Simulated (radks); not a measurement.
Initial-state core-level shifts of the iridium ion Ir+ when its valence configuration changes from [Xe] 4f14 5d7 6s1. Calculated with a radial shooting solver on a logarithmic mesh with Libxc functionals: scalar-relativistic Kohn-Sham, r2SCAN, spin-polarised, spherical densities, finite nucleus; open shells are filled with parallel spins first (spin-orbit coupling, left out, can overturn this in heavy ions); meta-GGA in the generalised Kohn-Sham scheme; Fermi nuclear charge, rms radius 5.4032 fm. Shifts are changes of the shell-averaged eigenvalues in eV (positive: less bound); the change of the density at the nucleus, which sets a Mossbauer isomer shift, is in e/bohr^3, on a base of 1.947e+06.

| valence | 2s | 3s | 4d | 5p | density at nucleus |
|---|---|---|---|---|---|
| 4f14 5d8 | +3.124 | +3.099 | +3.093 | +2.729 | -157.6 |
| 4f13 5d7 6s2 | -16.391 | -18.041 | -15.120 | -6.404 | +281.3 |
| 4f14 5d7.5 6s0.5 | +1.580 | +1.566 | +1.563 | +1.370 | -82.1 |
| 4f14 5d6.5 6s1 6p0.5 | -2.440 | -2.428 | -2.425 | -2.216 | +11.1 |
| 4f14 5d7 6p1 | -1.641 | -1.653 | -1.656 | -1.683 | -148.2 |
| 4f13 5d6.5 6s2 6p0.5 | -19.104 | -20.734 | -17.795 | -8.794 | +301.6 |
| 4f13 5d8.5 6s0.5 | -10.934 | -12.635 | -9.754 | -1.717 | +32.9 |
| 4f14 5d6 6s1 6p1 | -4.894 | -4.868 | -4.858 | -4.406 | +24.4 |
| 4f13.5 5d7 6s1.5 | -8.072 | -8.885 | -7.477 | -3.175 | +136.1 |
